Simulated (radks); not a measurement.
Initial-state core-level shifts of the neodymium ion Nd+ when its valence configuration changes from [Xe] 4f4 6s1. Method: scalar-relativistic Kohn-Sham, PBE, spin-polarised, spherical densities, point nucleus; open shells are filled with parallel spins first (spin-orbit coupling, left out, can overturn this in heavy ions); computed with a radial shooting solver on a logarithmic mesh with Libxc functionals. Shifts are changes of the shell-averaged eigenvalues in eV (positive: less bound).

valence               1s       3s       4d      5p
4f3 6s1 6p1       -9.732  -11.299  -10.287  -5.879
4f3.5 6s1.5       -4.109   -4.818   -4.395  -2.420
4f5               +5.780   +6.754   +6.304  +3.670
4f4.5 6s0.5       +3.386   +3.961   +3.670  +2.093
4f3 6s2           -8.733  -10.291   -9.289  -4.956
4f4 6s0.5 6p0.5   -0.568   -0.553   -0.563  -0.576
4f2 5d2 6s1      -13.707  -17.187  -14.623  -5.428
4f4 6p1           -1.129   -1.097   -1.118  -1.144
4f3 6s1.5 6p0.5   -9.267  -10.828   -9.821  -5.452
